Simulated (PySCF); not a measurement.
A calculated (TPSS, PySCF 2.14, 6-31G*, no relativity, point nucleus) atom or ion has these occupied shells.

| shell | electrons | orbital energy (eV) | rms radius, mean of both spins (bohr) |
| --- | --- | --- | --- |
| 1s α | 1 | -688.53 | 0.204 |
| 1s β | 1 | -686.58 | 0.204 |
| 2s α | 1 | -49.800 | 1.07 |
| 2s β | 1 | -45.053 | 1.07 |
| 2p α | 3 | -30.183 | 1.11 |
| 2p β | 1 | -26.936 | 1.11 |

(1) Name the element and its charge.

Results:

(1) F⁺ (fluorine, charge +1), in [He] 2s2 2p4, high-spin 3P determinant.
